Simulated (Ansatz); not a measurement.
C2H7ClN2Si (`C=C[Si](N)(N)Cl`) at its PBE0-D4/def2-TZVP geometry, where that method's forces vanish. Charge 0, multiplicity 1.

```xyz
13

C     1.6603    0.3614    1.2835
C     0.9161    0.9419    0.3453
Si   -0.3974    0.0570   -0.6186
N    -2.0244    0.2845   -0.1656
N    -0.0718   -1.6090   -0.5184
Cl   -0.3216    0.8764   -2.5275
H     2.4127    0.9080    1.8457
H     1.5441   -0.6896    1.5328
H     1.0735    2.0003    0.1436
H    -2.5651    1.0258   -0.5775
H    -2.3323    0.0586    0.7661
H     0.8651   -1.9555   -0.6463
H    -0.7592   -2.2599   -0.8631
```

Task: What forces (eV/Å) does B3LYP-D4/def2-TZVPP give on these atoms in the Gaussian-basis code of Ansatz? (Estimate.)

Result: The calculation gave: 
```
C1   0.102 -0.047  0.124
C2  -0.015  0.102 -0.029
Si3  0.043  0.015  0.089
N4  -0.080  0.032  0.046
N5   0.016 -0.091 -0.022
Cl6  0.016  0.081 -0.215
H7  -0.048 -0.051 -0.033
H8   0.026  0.086 -0.008
H9  -0.010 -0.070  0.015
H10 -0.027 -0.009  0.022
H11 -0.032  0.008 -0.002
H12 -0.013 -0.032  0.006
H13  0.022 -0.024  0.007
```

B3LYP here is the variant with VWN-RPA as its local correlation; programs differ in this.
